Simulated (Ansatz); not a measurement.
Cartesian coordinates in Å:
```
C 0.8558 -0.1480 1.8292
Si 0.9352 0.7063 0.1777
S -1.0060 1.3793 -0.4593
Si -1.4053 -0.3535 -1.6151
Cl -3.4078 -0.3840 -2.0515
H 0.4561 0.5256 2.5900
H 1.8536 -0.4693 2.1405
H 0.2101 -1.0272 1.7771
H 1.7997 1.9114 0.2301
H 1.4567 -0.2187 -0.8686
H -0.6655 -0.3380 -2.8966
H -1.0825 -1.5840 -0.8534
```

Charge 0, multiplicity 1.

Question: List the ωB97M-V/def2-TZVPP orbital energies in eV (Ansatz). (Best estimate.)

Answer: Computed: Occupied: -2771.95, -2426.63, -1808.53, -1807.66, -281.36, -262.36, -220.66, -199.83, -199.71, -199.70, -163.74, -163.70, -163.61, -149.44, -148.68, -103.60, -103.55, -103.51, -102.84, -102.78, -102.76, -25.95, -23.42, -22.51, -17.69, -17.08, -14.50, -14.39, -13.54, -13.44, -13.01, -12.18, -12.03, -11.39, -11.27, -11.09, -9.74. Lowest empty: 1.74, 1.93, 2.04, 2.33, 2.65, 3.22, 3.58, 3.87.
